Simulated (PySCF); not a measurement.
Compound: H11NOSi4.
InChI=1S/H11NOSi4/c3-1(4)6-2-5/h6H2,3-5H3

The calculation used PySCF, TDDFT B3LYP/def2-SVPD, vertical, gas phase, core orbitals frozen in the response. The structure is a single PBE0-D3(BJ)/def2-SVP conformer in the gas phase; no vibrational or solvent corrections. Torsions of this conformer, `[SiH3:1][O:2][SiH2:3][N:4]([SiH3:5])[SiH3:6]`: Si1–O2–Si3–N4 18°, O2–Si3–N4–Si5 -105°.

Task: Predict the UV-vis stick spectrum at this level.

Result: 

| state | E (eV) | E (hartree) | f | \|μ\| (D) | main configurations (H = HOMO, L = LUMO) |
| --- | --- | --- | --- | --- | --- |
| S1 | 6.11 | 0.2245 | 0.0056 | 0.49 | H→L (96%) |
| S2 | 6.58 | 0.2419 | 0.020 | 0.88 | H→L+1 (92%) |
| S3 | 6.97 | 0.2560 | 0.046 | 1.32 | H→L+2 (94%) |
| S4 | 7.03 | 0.2584 | 0.0002 | 0.09 | H-1→L (76%), H-1→L+1 (22%) |
| S5 | 7.14 | 0.2623 | 0.0028 | 0.32 | H→L+3 (88%) |
| S6 | 7.29 | 0.2680 | 0.0041 | 0.39 | H-1→L+1 (75%), H-1→L (22%) |
| S7 | 7.37 | 0.2707 | 0.0013 | 0.21 | H→L+4 (63%), H→L+5 (22%) |
| S8 | 7.41 | 0.2724 | 0.018 | 0.80 | H→L+5 (52%), H→L+6 (32%) |
| S9 | 7.54 | 0.2770 | 0.0052 | 0.43 | H-2→L (63%), H-2→L+1 (25%) |
| S10 | 7.57 | 0.2780 | 0.0098 | 0.58 | H→L+6 (43%), H→L+4 (23%), H→L+5 (14%) |

Triplets, Tamm–Dancoff:

```csv
state,E (eV),λ (nm),"main configurations (H = HOMO, L = LUMO)"
T1,5.83,212.6,H→L (91%)
T2,6.38,194.4,H→L+1 (89%)
T3,6.77,183.0,"H→L+2 (83%), H→L+3 (12%)"
T4,6.80,182.4,"H-1→L (49%), H-1→L+1 (44%)"
```

The lowest singlet comes at 203 nm (589 kJ/mol) in the ultraviolet; it is weak; its leading configuration is HOMO→LUMO (96%). The strongest level in the table is S3 at 6.97 eV (178 nm, f = 0.046). Löwdin shares by element: HOMO nitrogen 49%, silicon 19% or more, hydrogen 6% or more (atoms not listed hold the other 26%); LUMO silicon 49% (atoms not listed hold the other 51%). Orbital energies (eV): HOMO-3 -9.33, HOMO-2 -8.91, HOMO-1 -8.44, HOMO -7.60, LUMO -0.47, LUMO+1 -0.19, LUMO+2 0.16. Of the 10 states listed, 3 reach f = 0.01 and 1 stays under 0.0005. The listed states span 1.46 eV, and the widest gap between neighbours is 0.47 eV (S1 to S2). All these states lie below the vertical ionisation energy of 9.48 eV (ΔSCF). Singlets were solved by full linear response, triplets in the Tamm–Dancoff approximation.

The run took 1.8 min on one thread, Arm Neoverse V2, no GPU, shared host.
